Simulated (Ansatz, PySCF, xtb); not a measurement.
Dimer: CH4O (SMILES CO) (first 6 atoms) with H4OSi (SMILES O[SiH3]); geometry from B3LYP-D3(BJ)/def2-TZVP, rigid monomers moved along the line of their centres of mass till O2···H9 is 2.50 Å.
(charge 0, multiplicity 1):
| atom | x (Å) | y (Å) | z (Å) |
|---|---|---|---|
| C | -0.0629 | 0.0915 | 0.1839 |
| O | -0.9976 | 0.3478 | 1.2362 |
| H | -0.1007 | -0.9507 | -0.1428 |
| H | 0.9253 | 0.2959 | 0.5903 |
| H | -0.2389 | 0.7514 | -0.6690 |
| H | -1.8898 | 0.1680 | 0.9225 |
| O | 0.1863 | -1.1721 | 4.1105 |
| Si | 1.2808 | -0.3779 | 5.0395 |
| H | -0.2346 | -0.6812 | 3.3808 |
| H | 2.3709 | 0.2190 | 4.2209 |
| H | 1.8633 | -1.3720 | 5.9666 |
| H | 0.6679 | 0.7212 | 5.8295 |

Counterpoise-corrected where a basis set is named; no monomer relaxation. Rows marked so take none.

Rows in 6-31G* carry no dispersion term and start afresh at each structure (6-31G* with six Cartesian d functions).

Programs: Ansatz (Gaussian orbitals); PySCF for 6-31G* rows; xtb for the GFN methods. Each number belongs to the level named beside it.

Question: One of these levels gives -164.0 meV for the interaction energy. Which one is it?
(A) BP86/6-31G* (no counterpoise)
(B) PBE/def2-TZVPPD
(C) GFN-FF

Answer: C, GFN-FF. The others give -178.5 (PBE/def2-TZVPPD), -225.1 (BP86/6-31G* (no counterpoise))

Ansatz is a first-principles code.
